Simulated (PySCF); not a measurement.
C₂H₈AlNO.

```xyz
13

Al     0.1428     0.2002     0.4248
C      1.3543    -0.2620     1.8848
H      1.0603    -1.2261     2.3498
H      1.3756     0.5070     2.6835
H      2.3911    -0.3909     1.5100
O      0.0030    -0.9060    -0.8852
C     -0.6973    -0.9936    -2.0891
H     -1.3283    -0.0973    -2.3094
H      0.0012    -1.1173    -2.9498
H     -1.3771    -1.8780    -2.0955
N     -0.8135     1.7090     0.3997
H     -0.7876     2.4204     1.1332
H     -1.4626     1.9985    -0.3348
```

Geometry optimised at PBE-D3(BJ)/def2-SVP. Other conformers were not sampled.

Calculation: PBE/pcSseg-1 run with PySCF. Non-relativistic, no solvent.

Computed absolute GIAO shielding of each atom: isotropic value and principal components (ppm):
```json
[
 {"atom": "Al1", "σ(iso)": "397.4", "σ11": "356.2", "σ22": "372.2", "σ33": "463.7", "span": "107.5"},
 {"atom": "C2", "σ(iso)": "198.1", "σ11": "194.1", "σ22": "195.0", "σ33": "205.4", "span": "11.3"},
 {"atom": "H3", "σ(iso)": "31.4", "σ11": "26.9", "σ22": "28.5", "σ33": "38.8", "span": "11.8"},
 {"atom": "H4", "σ(iso)": "31.8", "σ11": "27.1", "σ22": "29.2", "σ33": "39.1", "span": "12.0"},
 {"atom": "H5", "σ(iso)": "31.4", "σ11": "26.9", "σ22": "28.5", "σ33": "38.8", "span": "11.8"},
 {"atom": "O6", "σ(iso)": "295.5", "σ11": "226.6", "σ22": "329.7", "σ33": "330.3", "span": "103.8"},
 {"atom": "C7", "σ(iso)": "121.7", "σ11": "91.0", "σ22": "97.5", "σ33": "176.6", "span": "85.6"},
 {"atom": "H8", "σ(iso)": "26.9", "σ11": "22.3", "σ22": "25.5", "σ33": "33.1", "span": "10.8"},
 {"atom": "H9", "σ(iso)": "27.0", "σ11": "22.9", "σ22": "24.4", "σ33": "33.6", "span": "10.6"},
 {"atom": "H10", "σ(iso)": "27.0", "σ11": "22.9", "σ22": "24.4", "σ33": "33.6", "span": "10.6"},
 {"atom": "N11", "σ(iso)": "237.1", "σ11": "210.2", "σ22": "229.1", "σ33": "272.0", "span": "61.8"},
 {"atom": "H12", "σ(iso)": "30.4", "σ11": "24.5", "σ22": "27.0", "σ33": "39.8", "span": "15.3"},
 {"atom": "H13", "σ(iso)": "30.3", "σ11": "23.5", "σ22": "26.6", "σ33": "40.8", "span": "17.3"}
]
```
